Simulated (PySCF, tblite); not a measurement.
A database entry of computed molecular properties. Lists by class give the value and the number of equivalent atoms.

```json
{
 "formula": "C6H14NPSi",
 "smiles": "C#CCP([SiH3])CN(C)C",
 "inchi": "InChI=1S/C6H14NPSi/c1-4-5-8(9)6-7(2)3/h1H,5-6H2,2-3,9H3",
 "charge": 0,
 "multiplicity": 1,
 "geometry_level": "GFN2-xTB",
 "atoms_angstrom": [
  ["C", 2.391, 1.827, -1.592],
  ["C", 2.208, 0.652, -1.739],
  ["C", 1.937, -0.752, -1.898],
  ["P", 0.681, -1.456, -0.69],
  ["Si", 1.426, -0.604, 1.251],
  ["C", -0.659, -0.166, -0.845],
  ["N", -1.212, 0.036, 0.48],
  ["C", -1.908, 1.301, 0.596],
  ["C", -2.061, -1.07, 0.866],
  ["H", 2.583, 2.852, -1.475],
  ["H", 2.854, -1.332, -1.752],
  ["H", 1.564, -0.949, -2.91],
  ["H", 1.381, 0.852, 1.35],
  ["H", 0.674, -1.246, 2.326],
  ["H", 2.832, -1.028, 1.347],
  ["H", -0.199, 0.765, -1.189],
  ["H", -1.424, -0.469, -1.58],
  ["H", -2.252, 1.424, 1.623],
  ["H", -2.777, 1.367, -0.075],
  ["H", -1.222, 2.114, 0.361],
  ["H", -1.498, -1.999, 0.769],
  ["H", -2.361, -0.949, 1.906],
  ["H", -2.964, -1.142, 0.24]
 ],
 "electronic_structure_code": "PySCF",
 "results": {
  "GFN2-xTB geometry": {
   "point_group": "C1",
   "rotational_constants_GHz": [1.551, 0.83, 0.757]
  },
  "PBE0/pcSseg-1 ground state and GIAO shieldings, non-relativistic": {
   "dipole_D": 2.06,
   "homo_eV": -6.39,
   "lumo_eV": 0.4,
   "shift_vs_computed_TMS_C_by_class_ppm": [
    [85.1, 1],
    [78.9, 1],
    [54.0, 1],
    [48.5, 2],
    [13.0, 1]
   ],
   "shift_vs_computed_TMS_H_by_class_ppm": [
    [3.79, 3],
    [2.8, 2],
    [2.52, 2],
    [2.29, 6],
    [1.8, 1]
   ],
   "shielding_other_nuclei_by_class_ppm": [
    ["N", 212.7, 1],
    ["Si", 433.2, 1],
    ["P", 417.1, 1]
   ],
   "charges_hirshfeld_e_by_atom": [-0.11, -0.04, -0.1, 0.06, 0.22, -0.07, -0.07, -0.07, -0.07, 0.09, 0.06, 0.06, -0.08, -0.08, -0.09, 0.03, 0.03, 0.05, 0.03, 0.05, 0.04, 0.05, 0.03]
  },
  "GFN2-xTB harmonic vibrations, gas phase": {
   "strongest_ir_bands_cm-1_km_per_mol_modes": [
    [743.2, 286.9, 1],
    [784.5, 276.4, 1],
    [799.7, 136.3, 1],
    [2181.1, 290.7, 1],
    [2271.9, 213.4, 1],
    [2867.6, 164.9, 1]
   ],
   "zpe_kcal_per_mol": 112.5
  }
 }
}
```

With B = h/(8π²I), that is 505.379 GHz u Å² over I, the principal moments of inertia are 325.8, 608.8 and 668.0 u Å² (most abundant isotopes); the inertial defect Ic − Ia − Ib is -266.6 u Å² (zero for a rigid planar frame, negative otherwise). The zero-point energy, half the sum of the 63 harmonic wavenumbers, equals 39340 cm⁻¹ or 471 kJ/mol.

 NMR classes are plain means over equivalent atoms (diastereotopic ones count apart unless rotation or inversion swaps them), as if these changed places fast; in this geometry the members of some classes differ.

The values belong to the conformer `[CH:1]#[C:2][CH2:3][P:4]([SiH3:5])[CH2:6][N:7]([CH3:8])[CH3:9]`: C2–C3–P4–Si5 -47°, C3–P4–C6–N7 -142°, P4–C6–N7–C8 160°.
